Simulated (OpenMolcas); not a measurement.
# Levels of Se by method

```
Program             : OpenMolcas
Basis               : ANO-RCC [9s8p6d4f2g]
Scalar Hamiltonian  : DKH2, point nucleus
Active space        : 6 electrons in 9 orbitals (RAS2 4s 4p; RAS3 4d, at most 2 electrons)
State averaging     : 2S+1 = 3 even, 3 roots; 2S+1 = 1 even, 6 roots; 2S+1 = 3 odd, 3 roots
Spin-orbit coupling : state interaction with AMFI integrals over the reference wave functions, term energies averaged over their components
```

Methods on the same reference wave functions:
A. RASSCF
B. SS-RASPT2, IPEA 0.25 Eh, imaginary shift 0.1 Eh (closed shells correlated: 3d)

Energies in cm⁻¹ above 4s² 4p⁴ ³P₂, the measured ground level; measured values from NIST Handbook of Basic Atomic Spectroscopic Data.

```
      Level      A      B  Measured
4s² 4p⁴ ³P₂    0.0    0.0       0.0
4s² 4p⁴ ³P₁   1792   1813      1989
4s² 4p⁴ ³P₀   2371   2370      2534
4s² 4p⁴ ¹D₂  11192   9570      9576
4s² 4p⁴ ¹S₀  23897  22500     22446
```

Deviations, from unrounded energies. A percentage is the sum of absolute deviations over the sum of measured energies, with the sign that they share, or ± where signs differ.

```csv
Against measurement,Levels,A,B
mean absolute deviation (cm-1),4,860,99
fine structure of the ground term (%),2,-8.0,-7.4
other terms of the ground configuration (%),2,+9.6,±0.2
```

B lies closest to measurement on these levels. The largest miss of B in the table is 4s² 4p⁴ ³P₁, by -180 cm-1. The ranking rests on the paired levels alone, and a cruder setting can come out closer through cancelling errors.

From A to B the spin-free energies of the other terms of 4s² 4p⁴ shown, above ³P, scale by factors of 0.84 to 0.94.

The lowest spin-free term lies below A's lowest term by 0.292 hartree in B.

CASPT2 breaks the degeneracy within a term, and the mean is taken; among the terms shown or strongly mixed into the levels shown the widest spread is 34 cm-1 (4s² 4p⁴ ¹D, B). Active for correlation alone: 4d; no level in the range computed is led by a configuration that fills it, so any true level of that kind is missing. Without dynamic correlation excited terms often stand tens of per cent too high (terms of higher spin than the ground term too low), and those without a measured partner can miss by more than the paired ones (holds for A). Measured partners are found by configuration, term and J. A level has none where our copy of the source lacks it or the pairing is in doubt (some pairs that miss far off the trend of their configuration count as doubtful), and it then counts in no deviation. Levels of configurations outside the active space are missing. The table leaves out levels that lie high or whose names do not pair safely across all columns.
